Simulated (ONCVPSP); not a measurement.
Au (Z = 79): excitation energies, all-electron against ONCV

- Element: gold (Au)
- Generator: ONCVPSP 4.0.1
- Type: optimised norm-conserving Vanderbilt (ONCV)
- Functional: LDA (Perdew-Wang 92)
- Relativity: scalar-relativistic
- Frozen core: [Kr] 4d10 4f14
- Valence charge: 19
- Reference configuration: 5s2 5p6 5d10 6s1
- Partial waves: 5s+6s: rc 1.65 bohr, ncon 3, nbas 7, qcut 7.7 1/bohr, 2 projectors; 5p: rc 1.85 bohr, ncon 5, nbas 10, qcut 6.7 1/bohr, 2 projectors, debl 2.7 Ha; 5d: rc 1.65 bohr, ncon 4, nbas 9, qcut 10.9 1/bohr, 2 projectors, debl 2.9 Ha
- Local potential: polynomial inside 1.60 bohr (lpopt 2, dvloc0 4 Ha)
- Core correction: Teter function fitted to the true core (icmod 2), fcfact 0.6

Energies are relative to the spin-unpolarised reference configuration 5s2 5p6 5d10 6s1; without spin polarisation the order of configurations can differ from experiment.

```csv
valence configuration,charge,ΔE all-electron (eV),error AE − PS (meV)
5s2 5p6 5d10 6s0,+1,9.767,-5.6
5s2 5p6 5d9 6s0,+2,31.269,-7.9
5s2 5p6 5d8 6s0,+3,65.440,-16
```

(1) What are ΔE and the potential's error for 5s2 5p6 5d7 6s0?

## Answers

(1) ΔE = 113.444 eV all-electron; the error (AE − PS) is -30 meV.
